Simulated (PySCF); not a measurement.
Working out the ionisation energy of Cu+

Cu+ [Ar] 3d10 (1S) → Cu(2+) [Ar] 3d9 (2D). All numbers are calculated (PySCF 2.14, the non-relativistic Hamiltonian (point nucleus), in def2-SVP (5s3p2d1f, 31 functions)). Frozen: [Ar]. Energies in hartree (1 hartree = 27.21139 eV):

| part | Cu+ (lower) | Cu(2+) (upper) |
| --- | --- | --- |
| UHF | -1638.459177 | -1637.817772 |
| MP2 opposite-spin | -0.166054 | -0.102946 |
| MP2 same-spin | -0.103069 | -0.064665 |

What does Hartree-Fock give?

(-1637.817772) − (-1638.459177) = 0.641405 hartree = 17.454 eV.

What do MP2 and SCS-MP2 (6/5 opposite-spin, 1/3 same-spin) give?

The opposite-spin parts differ by 1.717 eV and the same-spin parts by 1.045 eV. MP2: 17.454 + (1.717) + (1.045) = 20.216 eV. SCS-MP2: 17.454 + 1.2 × (1.717) + (1.045)/3 = 19.863 eV.

Reference: 20.292 eV (measured; NIST Atomic Spectra Database, ionization energies), between the lowest levels; spin-orbit coupling is absent from the calculation.

The calculation is non-relativistic.

A double-zeta basis recovers only part of the correlation energy.

What remains against the reference includes basis incompleteness, the frozen core and correlation beyond second order.
